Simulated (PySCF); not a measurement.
C3H9NSi2, SMILES CC1=N[C@@H]([SiH3])[SiH2]1. Heavy atoms are numbered as in [CH3:1][C:2]1=[N:3][C@@H:4]([SiH3:5])[SiH2:6]1. Hydrogens are named by the atom that carries them.

Geometry: r2SCAN-D4/def2-SVP. The structure was generated by enumeration; whether it is a known compound was not checked.

These are PBE/def2-TZVP run with PySCF values and carry that method's errors.

ESP charges are fitted to the potential on shells at 1.4 to 2.0 van der Waals radii. Atomic charges (e), one atom of each kind:

```csv
atom,IAO,ESP fit,Löwdin
C1 (CH3),-0.45,-0.55,-0.30
C2,-0.08,0.49,-0.34
N3,-0.27,[?],0.15
C4 (CH),-0.54,0.16,-0.48
Si5 (SiH3),0.56,[?],0.23
Si6 (SiH2),0.65,[?],0.32
H on C1,0.16,0.16,0.13
H on C4,0.16,[?],0.15
H on Si5,-0.11,-0.02,-0.03
H on Si6,-0.10,[?],-0.02
```

Question: Fill in the missing entries. (The exact figures need the calculation; the answer reports its results.)

Answer: 
- N3, ESP fit: -0.53
- Si5 (SiH3), ESP fit: 0.03
- Si6 (SiH2), ESP fit: -0.05
- H on C4, ESP fit: 0.08
- H on Si6, ESP fit: -0.02

Computed Mayer and Wiberg (Löwdin basis) orders of the bonds:
```csv
bond,Mayer,Wiberg
C1–C2,0.96,1.35
C2–N3,1.83,2.08
N3–C4,0.90,1.23
C4–Si5,0.98,1.16
C2–Si6,0.99,1.04
C4–Si6,0.95,1.05
```
